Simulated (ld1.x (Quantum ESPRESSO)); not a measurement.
# Plane-wave convergence, TM potential for lead (Pb)

Pb, norm-conserving Troullier–Martins (Kleinman–Bylander form), made with ld1.x (Quantum ESPRESSO) 7.5 (LDA (PZ), scalar-relativistic). Core [Xe] 4f14 5d10, reference 6s2 6p2. Waves: 6s (bound): rc 1.65 bohr; 6p (bound): rc 2.50 bohr; 6d channel at -0.1 Ry: rc 2.35 bohr. Local part: all-electron potential smoothed inside 1.70 bohr (lloc = -2). Core correction: none.

The pseudo-atom Hamiltonian at the reference potential is diagonalised in spherical Bessel functions j_l(qr) that vanish at 20 bohr, with q² up to the cutoff. All-electron valence levels (Ry): 6s -0.9058, 6p -0.2727.

Task: How do the lowest levels (Ry) of each channel move with the cutoff, and are there ghosts?

Result:

```tsv
cutoff (Ry)	s #1	p #1	p #2	d #1	d #2	f #1	Σ f·Δε (mRy)
8	-0.8640	-0.2685	0.0251	-0.3105	0.0566	0.1053	91.9
12	-0.8794	-0.2721	0.0248	-0.4136	0.0550	0.1053	54.1
18	-0.8835	-0.2724	0.0248	-0.4236	0.0548	0.1053	45.1
21	-0.8898	-0.2725	0.0248	-0.4301	0.0548	0.1053	32.4
30	-0.9003	-0.2727	0.0248	-0.5001	0.0544	0.1053	11.0
40	-0.9013	-0.2727	0.0248	-0.8083	0.0530	0.1053	9.0
50	-0.9040	-0.2727	0.0248	-1.6502	0.0510	0.1053	3.6
60	-0.9049	-0.2727	0.0248	-2.7191	0.0493	0.1053	1.8
70	-0.9050	-0.2727	0.0248	-3.4912	0.0481	0.1053	1.6
90	-0.9055	-0.2727	0.0248	-3.9591	0.0473	0.1053	0.6
110	-0.9056	-0.2727	0.0248	-4.0384	0.0472	0.1053	0.4
400	-0.9058	-0.2727	0.0248	-4.0491	0.0472	0.1053	0.0
```

Result: ghost states, extra bound levels that the all-electron valence spectrum of the same l lacks: d at -55.1 eV, s at -1.79 eV (a true bound ghost makes a file unfit for plane-wave use); 10 mRy is reached at 40 Ry and 1 mRy at 90 Ry.

Its largest configuration-test error is +502 meV.
